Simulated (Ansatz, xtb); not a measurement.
# Relative energy of two isomers of C4H8F3P

We compare a, `CCP(C)C(F)(F)F`, a singlet, with b, `CCPCC(F)(F)F`, a singlet. Both are isolated molecules in the gas phase, relaxed with B3LYP/def2-SVP, each in the lowest conformer that the search found.

Task: Which of the two would you expect CCSD(T)/def2-SVP + ΔMP2/def2-TZVPP electronic energies to favour?

Result: Structure b; the calculation gives E(b) − E(a) = −2.0 kcal/mol.

How the difference moves with the method:

```tsv
level	geometry	E(b) − E(a) (kcal/mol)	departure from the last row (kcal/mol)	job, with rough time for the two
GFN2-xTB	GFN2-xTB	−0.7	+1.3	optimisation, 0.17 s
HF/STO-3G	GFN2-xTB	+5.7	+7.7	single point, 0.46 s
r2SCAN-D4/def2-SVP	GFN2-xTB	−1.6	+0.4	single point, 4.4 s
B3LYP/def2-SVP	B3LYP/def2-SVP	−3.5	−1.5	optimisation, 52 s
HF/def2-SVP	B3LYP/def2-SVP	−6.8	−4.8	part of the CCSD(T) run
MP2/def2-SVP	B3LYP/def2-SVP	−4.9	−2.9	part of the CCSD(T) run
CCSD(T)/def2-SVP	B3LYP/def2-SVP	−5.1	−3.1	single point
CCSD(T)/def2-SVP + ΔMP2/def2-TZVPP	B3LYP/def2-SVP	−2.0		single point, 2.2 min
```

As drawn, b has 1 C–C, 1 P–H in place of 1 C–P, 1 C–H.

HF/STO-3G puts the two in the other order. The largest departure from CCSD(T)/def2-SVP + ΔMP2/def2-TZVPP is that of HF/STO-3G, 7.7 kcal/mol. The last row adds to CCSD(T) the change of the MP2 difference between the two basis sets, here +3.1 kcal/mol, a large step that makes the value less sure.

With thermal terms from frequencies at re-optimised GFN2-xTB minima (ideal gas, soft modes damped towards free rotors, one conformer each, 298.15 K, 1 atm): the zero-point term adds −0.6 kcal/mol; ΔH is −2.9 and ΔG −2.8 kcal/mol.

The correlated steps freeze 12 core orbitals. Programs: Ansatz 0.2.0, xtb 6.7.1; the last row on 4 threads of Arm Neoverse V1 on a shared host.
